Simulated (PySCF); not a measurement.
Polarisability and C₆ of O (oxygen, neutral)

[He] 2s2 2p4, high-spin 3P determinant. Calculation: PySCF 2.14, in aug-cc-pVDZ (4s3p2d, 23 functions); no relativity, point nucleus. Coupled (time-dependent) response in atomic units; α is the mean over directions. A double-zeta set is small for polarisabilities.

```
 method  mean α (bohr³)         α xx, yy, zz  C₆ (like pair)  S(−4)
    UHF           4.182  3.998, 4.551, 3.998           12.11  7.751
    PBE           4.787  4.399, 5.562, 4.399           14.09  12.61
   PBE0           4.557  4.252, 5.166, 4.252           13.37  10.42
wB97M-V           4.696  4.363, 5.362, 4.363           13.78  11.92
   BP86           4.766  4.399, 5.500, 4.399           14.07  12.13
```

S(−4) is the Cauchy moment in α(ω) = α(0) + S(−4) ω² + …

Reference α: 5.3 ± 0.2 bohr³ (recommended; Schwerdtfeger and Nagle, table of static dipole polarizabilities (2023 update)). Published C₆: 15.60 (Chu and Dalgarno (2004); Tang, Norbeck and Certain (1976)).

α(iu) at PBE:

| u (hartree) | α(iu) (bohr³) |
| --- | --- |
| 0 | 4.787 |
| 0.0500 | 4.756 |
| 0.100 | 4.667 |
| 0.200 | 4.366 |
| 0.300 | 3.992 |
| 0.500 | 3.273 |
| 0.750 | 2.559 |
| 1.00 | 2.021 |
| 1.50 | 1.306 |
| 2.00 | 0.8905 |
| 3.00 | 0.4781 |
| 5.00 | 0.1984 |

The components differ because the open shell of this determinant is not spherical; for a pure term their mean is the scalar polarisability.
